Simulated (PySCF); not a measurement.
C2H6Se2, triplet, geometry from GFN2-xTB (a higher spin typed on purpose: for a closed-shell molecule this is an excited state). Base run: PySCF with PBE/STO-3G.

PySCF was given this input:
```python
from pyscf import gto, scf, dft

mol = gto.Mole()
mol.atom = '''
    C     2.408754   -0.260642   -0.232010
    Se    1.019854    0.638840    0.781680
    Se   -1.020044   -0.605067   -0.807866
    C    -2.408093    0.142896    0.323305
    H     3.074048    0.489261   -0.651170
    H     1.945919   -0.844231   -1.024836
    H     2.959978   -0.910199    0.442715
    H    -3.080895    0.730943   -0.294921
    H    -1.945494    0.768615    1.083466
    H    -2.951076   -0.676192    0.787300
'''
mol.basis = 'sto-3g'
mol.charge = 0
mol.spin = 2
mol.verbose = 3
mol.build()

mf = dft.UKS(mol)
mf.xc = 'pbe'
mf.kernel()
```

Each row names what was changed in the base input (with any setting that the change needs).

| change | ΔE vs base (mEh) | fitting functions | dipole (D) |
|---|---|---|---|
| base | 0.000 | - | 0.11 |
| auxbasis = cc-pvtz-ri | -19203.3 | 674 | 0.11 |
| auxbasis = even-tempered beta=3.0 | -275.2 | 344 | 0.12 |
| auxbasis = cc-pvtz-jkfit | -4.691 | 752 | 0.11 |
| auxbasis = def2-svp-ri | -18226.4 | 434 | 0.11 |
| auxbasis = cc-pvdz-jkfit | -4.737 | 620 | 0.11 |
| auxbasis = def2-universal-jkfit | -4.037 | 790 | 0.11 |
| auxbasis = default (with mf = mf.density_fit()) | -4.037 | 790 | 0.11 |
| auxbasis = even-tempered beta=2.0 | -6.219 | 510 | 0.11 |
| auxbasis = def2-universal-jfit | -22.369 | 280 | 0.11 |

A fitting set is made for a task (jfit for Coulomb, jkfit for Coulomb and exchange, ri for correlation) and for a family of orbital bases.

Open shells are given as the SCF converged; they aren't shown to be the lowest states, and a large step between rows can be another state.
